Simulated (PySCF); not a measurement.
**From computed data to an observable: entropy of an ideal gas**

In(H)2(NH2) (H4InN), SMILES [NH2][InH2].

Coordinates come from a PBE0-D3(BJ)/def2-TZVP optimisation. The def2 effective core potentials stand for the cores of In; spin–orbit coupling is left out.

PBE0-D3(BJ)/def2-TZVP (PySCF) gives the harmonic wavenumbers 161, 353, 473, 539, 546, 636, 696, 1549, 1851, 1852, 3608, 3717 cm⁻¹ and the rotational temperatures 3.8813, 0.3837, 0.3492 K. The molar mass is 132.86 g/mol, the symmetry number 2, the spin multiplicity 1.

Question: Work out the entropy at 298.15 K and 1 atm in the rigid-rotor, harmonic-oscillator model.

Answer: 
Translation (Sackur–Tetrode at 1 atm): S = R[1.5 ln M + 2.5 ln T − 1.16487] = 169.7 J/(mol K).
Rotation: q = (√π/σ) T^1.5/√(θA θB θC) = 6330, S = R[ln q + 3/2] = 85.2 J/(mol K).
Vibration: with u = 1.4388 ν/T, each mode gives R[u/(e^u − 1) − ln(1 − e^−u)]:
```json
[
 {"ν (cm⁻¹)": "161", "modes": "1", "u": "0.78", "S (J/(mol K))": "10.62"},
 {"ν (cm⁻¹)": "353", "modes": "1", "u": "1.70", "S (J/(mol K))": "4.82"},
 {"ν (cm⁻¹)": "473", "modes": "1", "u": "2.28", "S (J/(mol K))": "3.05"},
 {"ν (cm⁻¹)": "539", "modes": "1", "u": "2.60", "S (J/(mol K))": "2.37"},
 {"ν (cm⁻¹)": "546", "modes": "1", "u": "2.63", "S (J/(mol K))": "2.31"},
 {"ν (cm⁻¹)": "636", "modes": "1", "u": "3.07", "S (J/(mol K))": "1.64"},
 {"ν (cm⁻¹)": "696", "modes": "1", "u": "3.36", "S (J/(mol K))": "1.30"},
 {"ν (cm⁻¹)": "1549", "modes": "1", "u": "7.47", "S (J/(mol K))": "0.04"},
 {"ν (cm⁻¹)": "1851", "modes": "1", "u": "8.93", "S (J/(mol K))": "0.01"},
 {"ν (cm⁻¹)": "1852", "modes": "1", "u": "8.94", "S (J/(mol K))": "0.01"}
]
```
The stiffer modes add less than 0.005 each. Sum 26.2 J/(mol K).
Spin: R ln 1 = 0.0 J/(mol K).
Total 281.1 J/(mol K); the program's own thermochemistry gives 281.1. Translation makes up 60 % and vibration 9 %. Anharmonicity, hindered rotation and orbital degeneracy are left out.
